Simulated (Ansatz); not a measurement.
```yaml
atoms:
  - { symbol: B, position_ang: [-0.0009, -0.0469, -0.8981] }
  - { symbol: N, position_ang: [0.0271, -0.0101, 0.7603] }
  - { symbol: H, position_ang: [0.0480, -1.1730, -1.2297] }
  - { symbol: H, position_ang: [-1.0455, 0.5784, -1.2845] }
  - { symbol: H, position_ang: [0.9829, 0.5596, -1.2364] }
  - { symbol: H, position_ang: [0.0302, 0.9600, 1.1276] }
  - { symbol: H, position_ang: [-0.8685, -0.4962, 1.0983] }
  - { symbol: H, position_ang: [0.7807, -0.4709, 1.0640] }
```

Basis set: 6-31G* (spherical functions). Left uncorrelated: 2 orbitals. Charge 0, multiplicity 1.

Computed with Ansatz (development build ahead of 0.2.0); each method stands on the lowest determinant of its kind that the runs found. Restricted open shells among the atoms or ions are ROHF, correlated in semicanonical orbitals with singles.

The atomization energy at this shape (free ground-state atoms in the same class of orbitals less the molecule, no zero-point energy) of singlet BNH₆:

```tsv
method	atomization energy
RHF	1852.9 kJ/mol
```

(1) What does RHF-MP2 give?

## Answers

(1) 2243.1 kJ/mol. Caution: the shape is not the minimum.
